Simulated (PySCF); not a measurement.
# Computed properties of SeBrI, SMILES Br[Se]I

SeBrI, SMILES I[Se]Br. The structure is a stationary point at B3LYP-D3(BJ)/def2-SVP. The def2 effective core potentials stand for the cores of I; spin–orbit coupling is left out. Other conformers were not sampled. All values are computed for the isolated molecule unless a solvent is named; none is compared with measurement here.

**Structure.** The optimised structure has Cs symmetry. All 3 harmonic modes at B3LYP-D3(BJ)/def2-SVP (PySCF) are real, so it is a minimum. With heavy atoms numbered as in [Se:1]([Br:2])[I:3], the shortest bond between them is Se1–Br2 at 2.351 Å and the longest Se1–I3 at 2.553 Å.

**Vibrations.** The strongest infrared lines (harmonic, unscaled, degenerate partners summed) lie at 281 cm⁻¹ (16 km/mol, Se 50 %, Br 49 %), 234 cm⁻¹ (9 km/mol, Se 63 %, I 37 %). The softest mode is at 86 cm⁻¹ and the zero-point energy is 0.9 kcal/mol.

**Electronic structure.** HF/def2-TZVPD (PySCF) places the frontier levels at -9.43 and -0.34 eV, a gap of 9.09 eV, and gives a dipole moment of 0.77 D and a mean polarisability of 89.0 bohr³.

**Excitations.** TDDFT-ωB97X/def2-SVPD (PySCF) has S1 at 2.09 eV (594 nm, f = 0.001, dark); the most intense of the 10 singlets computed lies at 5.69 eV (f = 0.23). T1 (TDA) is at 1.50 eV.
